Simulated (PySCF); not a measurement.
## Dipole moment and polarisability of `C=CC(=O)C(C)C`

Compound: C6H10O.
Geometry (GFN2-xTB, Å), atoms numbered from 1 in this order:
```
atom  x, y, z in Å
C1     2.922    0.520    0.453
C2     1.611    0.676    0.589
C3     0.661   -0.397    0.212
O4     1.020   -1.439   -0.284
C5    -0.802   -0.069    0.475
C6    -1.280    0.852   -0.654
C7    -1.646   -1.337    0.536
H8     3.316   -0.398    0.046
H9     3.631    1.279    0.735
H10    1.189    1.583    0.998
H11   -0.873    0.471    1.426
H12   -2.316    1.139   -0.486
H13   -1.216    0.333   -1.608
H14   -0.674    1.754   -0.711
H15   -1.511   -1.914   -0.375
H16   -2.699   -1.089    0.646
H17   -1.340   -1.955    1.378
```

Level: B3LYP/def2-SVPD (PySCF), static field, nuclei fixed, core orbitals frozen in the response. The polarisability tensor in these axes (au):

```
x   96.30  4.58  1.83
y    4.58 73.66  2.02
z    1.83  2.02 60.62
```

Q: What are the eigenvalues, a third of the trace, and Δα (Δα² = ½Σ(αi − αj)² over the three pairs)?

A: Principal values 60.28, 72.98 and 97.32 au; mean 76.86 au = 11.39 Å³ = 12.67 × 10⁻⁴⁰ C²·m²/J; Δα = 32.61 au (42 % of the mean).

Q: What is the dipole moment, and where does it point?

A: (-0.43, 2.52, 1.04) D, 2.77 D in size, pointing from the negative to the positive side. Measured along this direction, the outermost atoms are H15 and O4 at the negative end and H10 at the positive end.

Q: Refractivity n − 1 of an ideal gas of it at 400 K and 1 atm, from the electronic α?

A: N = p/kT = 1.8347 × 10¹⁹ cm⁻³, so n − 1 = 2π × N × 11.39 × 10⁻²⁴ cm³ = 1313 × 10⁻⁶ at long wavelengths, for an ideal gas.

Q: Along which axes do the principal values lie, and how far do the nuclei extend along each?

A: Largest value along (0.98, 0.19, 0.06), where the nuclei span 6.66 Å; middle along (-0.20, 0.97, 0.13), 3.39 Å; least along (-0.03, -0.14, 0.99), 3.28 Å. 

Q: Sum over states: ᾱ = Σ f/ω², ω in Eh. What share falls to these 8 lowest TDDFT singlets (eV, f)? 3.57, 0.0004; 5.91, 0.2731; 6.54, 0.0014; 6.58, 0.0037; 6.70, 0.0327; 6.78, 0.0005; 7.08, 0.0070; 7.21, 0.0013.

A: They add up to 6.58 au, 8.6 % of the 76.86 au; the largest single term is 5.80 au, from the state at 5.91 eV. Terms in order: 0.03, 5.80, 0.02, 0.06, 0.54, 0.01, 0.10, 0.02 au. Higher excitations give the rest. The strengths listed sum to 0.320.

Q: Find the Langevin capture rate constant for NO+ (29.998 u) meeting this molecule (98.073 u), k = 2.342 × 10⁻⁹ cm³/s × √(α in Å³ / reduced mass in u).

A: The reduced mass is 22.97 u, so k = 1.65 × 10⁻⁹ cm³/s. The formula leaves out the permanent dipole, which adds to the capture rate.

Q: How large is μ²/3kT at 250 K beside α?

A: In Gaussian units μ²/3kT = 73.88 Å³ against 11.39 Å³, a ratio of 6.49; the Debye molar polarisation (4π/3)N_A(α + μ²/3kT) is 215.1 cm³/mol, leaving out the vibrational part.

One conformer (not necessarily the lowest) at the GFN2-xTB geometry, without solvent, vibrations or thermal averaging.

These values come from a run that also computed excited states. Hardware: Arm Neoverse N1, one thread (shared host). Cost: 59 s.
